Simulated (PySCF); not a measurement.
Correlation energy of Ar³⁺ (argon, charge +3)

[Ne] 3s2 3p3, high-spin 4S determinant. Computed with PySCF 2.14 in dyall-av3z, with the non-relativistic Hamiltonian (point nucleus). Frozen: [Ne]; 5 electrons correlated; the 26 highest virtual orbitals of each spin left out.

MP2 pair energies summed by pair of shells (mhartree):

```csv
pair,energy,share (%)
3s-3p,-69.68,66.9
3p-3p,-23.84,22.9
3s-3s,-10.63,10.2
```

Total MP2 correlation energy: -104.16 mhartree.

Same-spin part -27.36 and opposite-spin part -76.79 mhartree; SCS-MP2 scales them by 1/3 and 6/5 to -101.27 mhartree.
